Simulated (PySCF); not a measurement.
Input of a run (PBE0-D3(BJ)/def2-SVP geometry optimisation, gas phase (PySCF 2.14.0)), started from a GFN2-xTB structure with every atom displaced at random (by about 0.01 Å):
```
{"job": {"xc": "PBE0", "basis": "def2-SVP", "d3": "d3bj", "grid": 1, "shake": 0.01, "kind": "geom"}, "charge": 0, "multiplicity": 1}
C      1.968760    -0.239300    -0.334500
C      0.759140    -0.584720    -0.817420
C     -0.494800    -0.146030    -0.197380
C     -1.637500    -0.506740    -0.679220
Al    -0.499350     1.015010     1.414000
F     -1.957850     1.464190     2.058430
H      2.014340     0.420630     0.534460
H      2.894310    -0.516980    -0.789350
H      0.685710    -1.212510    -1.670670
H     -1.788790    -1.141670    -1.538600
H     -2.597010    -0.182660    -0.195760
H      0.692730     1.602510     2.206990
```

Output (energies in Eh, forces in Eh/bohr):
```
step   0  E = -497.66010561  max force = 0.085410
step   1  E = -497.66718905  max force = 0.017689
step   2  E = -497.66846829  max force = 0.004435
step   3  E = -497.66841352  max force = 0.004608
step   4  E = -497.66863086  max force = 0.002211
step   5  E = -497.66867267  max force = 0.001741
step   6  E = -497.66870872  max force = 0.000788
step   7  E = -497.66873547  max force = 0.000408
step   8  E = -497.66876181  max force = 0.000495
step   9  E = -497.66876623  max force = 0.000380
optimisation converged
```

Problem. Summarise the run.

Solution. The energy falls by 5.4 kcal/mol over 10 energy and gradient evaluations, the largest force component goes from 0.0854 to 3.8e-04 Eh/bohr, and the atoms move by 0.105 Å rms after alignment. The bond that changes most is C3=C4 (fully substituted alkene carbon to terminal =CH2 carbon), which lengthens by 0.060 Å. Bonds longer at the end by more than 0.005 Å: 6 of 11; shorter: 3. Among the angles that change most is F6–Al5–H12, from 112.1° to 116.3°. The energy rose by more than 1e-6 Eh at step 3. The first step brought 82 % of the lowering.

Problem. What are the final bond lengths?

Solution. C1=C2 1.341 Å, C2–C3 1.464 Å, C3=C4 1.351 Å, C3–Al5 1.948 Å, Al5–F6 1.670 Å, C1–H7 1.095 Å, C1–H8 1.093 Å, C2–H9 1.099 Å, C4–H10 1.099 Å, C4–H11 1.095 Å, Al5–H12 1.580 Å. Numbering counts from 1 in the input's order; the species is `C=C[C](=C)[AlH][F]`.

The run used 118 basis functions and 69 SCF cycles in all. On one thread, Arm Neoverse V1 (aarch64), shared host with 32 logical CPUs at a one-minute load of 16, this took 46 s and 0.49 GiB of memory at its peak.

PBE0-D3(BJ)/def2-SVP frequencies: not computed here. The numbers are those of one conformer.

Conformer computed: `[CH2:1]=[CH:2][C:3](=[CH2:4])[AlH:5][F:6]`: C1–C2–C3–C4 180°, C2–C3–Al5–F6 177°.
